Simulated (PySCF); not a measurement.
ClH2Si, SMILES [SiH2]Cl (connectivity only; charge and spin as stated), charge +1, multiplicity 1.

Coordinates come from a B3LYP-D3(BJ)/def2-TZVP optimisation. The multiplicity is an assumed one; other spin states were not compared. The isomer is the one that the SMILES or the coordinates give; other isomers of the formula were not compared.

Two levels are set side by side: TDDFT-PBE/def2-TZVPD (PySCF) and ADC(2)/aug-cc-pVDZ (PySCF). Vertical, same geometry; the bases differ. Differences are taken from unrounded values.

```
quantity                        ADC(2)
------------------------------  ------
lowest singlet excitation (eV)    5.08
```

Q: What does TDDFT-PBE give, and how far is it from ADC(2)? (Estimate from the structure and the level; the computed values follow.)

A: 
```tsv
quantity	TDDFT-PBE	TDDFT-PBE minus ADC(2)
lowest singlet excitation (eV)	4.27	-0.81
```

A lower first singlet is the usual sign of a functional without exact exchange. Differences between two approximate levels are no errors against the true value.

Rough cost on one machine, each run with all the roots and properties that it gave: ADC(2) against TDDFT-PBE about 4 times.
